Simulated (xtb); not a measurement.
A run for xtb: GFN2-xTB on C4H4N2 (SMILES N#CCCC#N), a point of a torsion scan.

```
$ xtb mol.xyz --gfn 2 --opt vtight --chrg 0 --uhf 0 --input xcontrol
10

N     -2.32366285    -0.02526618     1.26810657
C     -1.50705534     0.22586937     0.48527050
C     -0.47911080     0.53772103    -0.50840155
C      0.68543808    -0.43587014    -0.39599540
C      0.57108142    -1.45681789    -1.41398084
N      0.47360740    -2.26522468    -2.20124573
H     -0.94874007     0.47505321    -1.50952757
H     -0.08213614     1.56184377    -0.41153526
H      1.61650212     0.18721362    -0.53333578
H      0.74601075    -0.82811641     0.62374086
$constrain
  force constant=1.0
  dihedral: 2,3,4,5,100.0
$end
```

The log:

```
[...]
           -------------------------------------------------
          |                Calculation Setup                |
           -------------------------------------------------



           -------------------------------------------------
          |                 G F N 2 - x T B                 |
           -------------------------------------------------

        Reference                      10.1021/acs.jctc.8b01176
      * Hamiltonian:
        H0-scaling (s, p, d)           1.850000    2.230000    2.230000
        zeta-weighting                 0.500000
      * Dispersion:
        s8                             2.700000
        a1                             0.520000
        a2                             5.000000
        s9                             5.000000
      * Repulsion:
        kExp                           1.500000    1.000000
        rExp                           1.000000
      * Coulomb:
        alpha                          2.000000
        third order                    shell-resolved
        anisotropic                    true
        a3                             3.000000
        a5                             4.000000
        cn-shift                       1.200000
        cn-exp                         4.000000
        max-rad                        5.000000


          ...................................................
          :                      SETUP                      :
          :.................................................:
          :  # basis functions                  28          :
          :  # atomic orbitals                  28          :
          :  # shells                           16          :
          :  # electrons                        30          :
          :  max. iterations                   250          :
          :  Hamiltonian                  GFN2-xTB          :
          :  restarted?                      false          :
          :  GBSA solvation                  false          :
          :  PC potential                    false          :
          :  electronic temp.          300.0000000     K    :
          :  accuracy                    1.0000000          :
          :  -> integral cutoff          0.2500000E+02      :
          :  -> integral neglect         0.1000000E-07      :
          :  -> SCF convergence          0.1000000E-05 Eh   :
          :  -> wf. convergence          0.1000000E-03 e    :
          :  Broyden damping             0.4000000          :
          :  net charge                          0          :
          :  unpaired electrons                  0          :
          ...................................................

 iter      E             dE          RMSdq      gap      omega  full diag
   1    -16.6407921 -0.166408E+02  0.594E+00    6.06       0.0  T
   2    -16.6428323 -0.204019E-02  0.398E+00    6.17       1.0  T
   3    -16.6364961  0.633623E-02  0.266E+00    5.50       1.0  T
   4    -16.6752716 -0.387755E-01  0.397E-01    5.52       1.0  T
   5    -16.6757360 -0.464411E-03  0.228E-01    5.52       1.0  T
   6    -16.6759689 -0.232915E-03  0.487E-02    5.52       1.0  T
   7    -16.6759722 -0.330553E-05  0.235E-02    5.53       1.3  T
   8    -16.6759753 -0.308184E-05  0.307E-03    5.53      10.3  T
   9    -16.6759753 -0.622430E-07  0.112E-03    5.53      28.1  T
  10    -16.6759753 -0.267239E-09  0.274E-04    5.53     115.4  T
  11    -16.6759753 -0.414598E-09  0.679E-05    5.53     465.6  T

   *** convergence criteria satisfied after 11 iterations ***

         #    Occupation            Energy/Eh            Energy/eV
      -------------------------------------------------------------
         1        2.0000           -0.6820864             -18.5605
       ...           ...                  ...                  ...
         9        2.0000           -0.5243413             -14.2681
        10        2.0000           -0.4986436             -13.5688
        11        2.0000           -0.4835867             -13.1591
        12        2.0000           -0.4793146             -13.0428
        13        2.0000           -0.4761122             -12.9557
        14        2.0000           -0.4432957             -12.0627
        15        2.0000           -0.4404313             -11.9847 (HOMO)
        16                         -0.2373440              -6.4585 (LUMO)
        17                         -0.2295537              -6.2465
        18                         -0.2169151              -5.9026
        19                         -0.2146921              -5.8421
        20                          0.0572262               1.5572
       ...                                ...                  ...
        28                          1.1769721              32.0270
      -------------------------------------------------------------
                  HL-Gap            0.2030873 Eh            5.5263 eV
             Fermi-level           -0.3388876 Eh           -9.2216 eV

 SCC (total)  
[...]
   0 min,  0.001 sec ( 21.039%)
 iterations                     ...        0 min,  0.001 sec ( 27.385%)
 molecular gradient             ...        0 min,  0.002 sec ( 44.420%)
 printout                       ...        0 min,  0.000 sec (  3.215%)

         :::::::::::::::::::::::::::::::::::::::::::::::::::::
         ::                     SUMMARY                     ::
         :::::::::::::::::::::::::::::::::::::::::::::::::::::
         :: total energy             -16.360398944102 Eh    ::
         :: gradient norm              0.000087330655 Eh/a0 ::
         :: HOMO-LUMO gap              5.549534844285 eV    ::
         ::.................................................::
         :: SCC energy               -16.693501773474 Eh    ::
         :: -> isotropic ES            0.017428376084 Eh    ::
         :: -> anisotropic ES          0.002640793478 Eh    ::
         :: -> anisotropic XC          0.035605693045 Eh    ::
         :: -> dispersion             -0.005409925037 Eh    ::
         :: repulsion energy           0.333097138174 Eh    ::
         :: add. restraining           0.000005691197 Eh    ::
         :: total charge              -0.000000000000 e     ::
         :::::::::::::::::::::::::::::::::::::::::::::::::::::

           -------------------------------------------------
          |                Property Printout                |
           -------------------------------------------------

    * Orbital Energies and Occupations

         #    Occupation            Energy/Eh            Energy/eV
      -------------------------------------------------------------
         1        2.0000           -0.6817623             -18.5517
       ...           ...                  ...                  ...
         3        2.0000           -0.6602002             -17.9650
         4        2.0000           -0.6394115             -17.3993
         5        2.0000           -0.5777275             -15.7208
         6        2.0000           -0.5771391             -15.7048
         7        2.0000           -0.5539369             -15.0734
         8        2.0000           -0.5287358             -14.3876
         9        2.0000           -0.5269080             -14.3379
        10        2.0000           -0.4984347             -13.5631
        11        2.0000           -0.4825202             -13.1300
        12        2.0000           -0.4787667             -13.0279
        13        2.0000           -0.4771034             -12.9826
        14        2.0000           -0.4417930             -12.0218
        15        2.0000           -0.4396449             -11.9633 (HOMO)
        16                         -0.2357032              -6.4138 (LUMO)
        17                         -0.2223700              -6.0510
        18                         -0.2151382              -5.8542
        19                         -0.2113885              -5.7522
        20                          0.0707719               1.9258
        21                          0.0916389               2.4936
        22                          0.0923524               2.5130
        23                          0.1229921               3.3468
        24                          0.1459634               3.9719
        25                          0.2325085               6.3269
        26                          0.2334505               6.3525
       ...                                ...                  ...
        28                          1.1336757              30.8489
      -------------------------------------------------------------
                  HL-Gap            0.2039417 Eh            5.5495 eV
             Fermi-level           -0.3376740 Eh           -9.1886 eV

     #   Z          covCN         q      C6AA      α(0)
     1   7 N        0.911    -0.224    25.891     7.359
     2   6 C        1.897     0.115    28.285     8.589
     3   6 C        3.808    -0.045    21.370     6.581
     4   6 C        3.808    -0.045    21.370     6.581
     5   6 C        1.897     0.115    28.285     8.589
     6   7 N        0.911    -0.224    25.891     7.359
     7   1 H        0.924     0.079     1.989     2.206
     8   1 H        0.924     0.075     2.032     2.229
     9   1 H        0.924     0.075     2.032     2.229
    10   1 H        0.924     0.079     1.989     2.205

 Mol. C6AA /au·bohr⁶  :       1272.609117
 Mol. C8AA /au·bohr⁸  :      30335.496873
 Mol. α(0) /au        :         53.927741


Wiberg/Mayer (AO) data.
largest (>0.10) Wiberg bond orders for each atom

 ---------------------------------------------------------------------------
     #   Z sym  total        # sym  WBO       # sym  WBO       # sym  WBO
 ---------------------------------------------------------------------------
     1   7 N    3.013 --     2 C    2.858
     2   6 C    3.948 --     1 N    2.858     3 C    1.053
     3   6 C    3.995 --     2 C    1.053     4 C    0.953     7 H    0.946
                             8 H    0.945
     4   6 C    3.995 --     5 C    1.053     3 C    0.953    10 H    0.946
                             9 H    0.946
     5   6 C    3.948 --     6 N    2.858     4 C    1.053
     6   7 N    3.013 --     5 C    2.858
     7   1 H    0.994 --     3 C    0.946
     8   1 H    0.994 --     3 C    0.945
     9   1 H    0.994 --     4 C    0.946
    10   1 H    0.994 --     4 C    0.946
 ---------------------------------------------------------------------------

Topologies differ in total number of bonds
Writing topology from bond orders to xtbtopo.mol

molecular dipole:
                 x           y           z       tot (Debye)
 q only:        0.708       0.869      -0.000
   full:        1.081       1.328      -0.000       4.351
molecular quadrupole (traceless):
                xx          xy          yy          xz          yz          zz
 q only:        0.623       0.271       0.532       4.337      -5.415      -1.155
  q+dip:        0.624       1.105       0.770       6.786      -8.401      -1.394
   full:        1.281       0.323       1.102       7.778      -9.209      -2.384

           -------------------------------------------------
          |                Geometry Summary                 |
           -------------------------------------------------

      molecular mass/u    :       80.0881130
   center of mass at/Å    :       -0.4009758      -0.5416450      -0.4596133
  moments of inertia/u·Å² :        0.5209834E+02   0.2619064E+03   0.2862125E+03
rotational constants/cm⁻¹ :        0.3235733E+00   0.6436510E-01   0.5889901E-01

 * 6 selected distances

     #   Z          #   Z                                           value/Å
     1   7 N        2   6 C                                       1.1422037 (max)
     5   6 C        6   7 N                                       1.1421834
     3   6 C        7   1 H                                       1.0936240 (min)
     3   6 C        8   1 H                                       1.0937813
     4   6 C        9   1 H                                       1.0937844
     4   6 C       10   1 H                                       1.0936285
Note: The following floating-point exceptions are signalling: IEEE_DENORMAL
normal termination of xtb

 * 2 distinct bonds (by element types)

   Z      Z             #   av. dist./Å        max./Å        min./Å
   1 H    6 C           4     1.0937045     1.0937844     1.0936240
   6 C    7 N           2     1.1421935     1.1422037     1.1421834


optimized geometry written to: xtbopt.xyz


           -------------------------------------------------
          | TOTAL ENERGY              -16.360398944102 Eh   |
          | GRADIENT NORM               0.000087330655 Eh/α |
          | HOMO-LUMO GAP               5.549534844285 eV   |
           -------------------------------------------------

------------------------------------------------------------------------
------------------------------------------------------------------------
 total:
 SCF:
 ANC optimizer:
```

The run finished.

Warnings raised: the energy holds the restraint's term.

Cost: roughly 0.15 core-seconds.
